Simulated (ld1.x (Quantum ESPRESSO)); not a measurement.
# What one change does to a pseudopotential (Ge (Z = 32), PAW)

* Element: Ge
* Generator: ld1.x (Quantum ESPRESSO) 7.5
* Type: PAW
* Functional: PBEsol
* Relativity: non-relativistic
* Frozen core: [Ar] 3d10
* Valence charge: 4
* Reference configuration: 4s1 4p3
* Partial waves: 4s (bound): rcut 1.55, rcutus 1.95 bohr; 4s channel at 3.55 Ry: rcut 1.55, rcutus 1.95 bohr; 4p (bound): rcut 1.25, rcutus 1.75 bohr; 4p channel at 0.35 Ry: rcut 1.25, rcutus 1.75 bohr; 4d channel at 0.15 Ry: rcut 1.85, rcutus 1.95 bohr; 4d channel at 1.7 Ry: rcut 1.85, rcutus 1.95 bohr
* Local potential: all-electron potential smoothed inside 1.90 bohr (lloc = -1)
* Core correction: Bessel-smoothed model core, default radius (core density twice the valence density)
* Augmentation charge: PSQ, inside the norm-conserving radii

All-electron outer shells of the reference configuration (PBEsol, non-relativistic, ld1.x):

```
shell  level (eV)  outermost node (bohr)  outermost maximum (bohr)
   3d      -31.81                      –                      0.50
   4s      -12.31                   0.78                      1.75
   4p       -4.59                   0.83                      2.19
```

Change: scalar-relativistic.

Cutoffs: the cutoffs (Ry, on a coarse ladder) from which the occupation-weighted sum of valence levels, in a spherical-Bessel basis at the reference potential, stays within 10 and 1 mRy of its value at 400 Ry; they do not see the model core or the augmentation charge, which bear on the density cutoff. Errors are all-electron minus pseudo energies relative to the spin-unpolarised reference configuration.

**Question.** How do hardness, ghosts and transferability respond?

**Answer.** The potential gets neither clearly harder nor softer (6 Ry and 15 Ry → 6 Ry and 15 Ry); both files keep a bound ghost (d); of the 7 tests that both files solve, the error grows in 4 and shrinks in 0 by more than 15 % and 0.3 meV (median size 9.3 → 10.4 meV).

| quantity | base | changed |
| --- | --- | --- |
| cutoff, loose | 6 Ry | 6 Ry |
| cutoff, tight | 15 Ry | 15 Ry |
| bound ghosts | d | d |
| error for 4s2 4p2, meV [ΔE -7.60 → -7.98 eV] | -9.3 | -10 |
| error for 4s2 4p1, meV [ΔE -0.11 → -0.53 eV] | -2.2 | -3.2 |
| error for 4s2 4p0, meV [ΔE 15.35 → 14.92 eV] | -19 | -22 |
| error for 4s2 4p1.5, meV [ΔE -4.77 → -5.18 eV] | -5.6 | -6.5 |
| error for 4s1 4p2, meV [ΔE 8.20 eV] | -5.4 | -6.8 |
| error for 4s1 4p0, meV [ΔE 49.59 → 49.71 eV] | -208 | -229 |
| error for 4s2 4p2.3, meV [ΔE -8.49 → -8.86 eV] | -11 | -12 |
| s: phases at 2.15 bohr within 0.05 rad from the reference energy up to (Ry; the scan ends near 5) | to the end of the scan | to the end of the scan |
| p: phases at 2.15 bohr within 0.05 rad from the reference energy up to (Ry; the scan ends near 5) | to the end of the scan | to the end of the scan |
| d: phases at 2.15 bohr within 0.05 rad from the reference energy up to (Ry; the scan ends near 5) | to the end of the scan | to the end of the scan |
| lowest overlap eigenvalue by channel | s 0.56, p 0.64, d 0.91 | s 0.57, p 0.63, d 0.91 |

 A true bound ghost makes a file unfit for plane-wave use even where its test errors are small: the radial tests pick states by their node count and pass the ghost by.
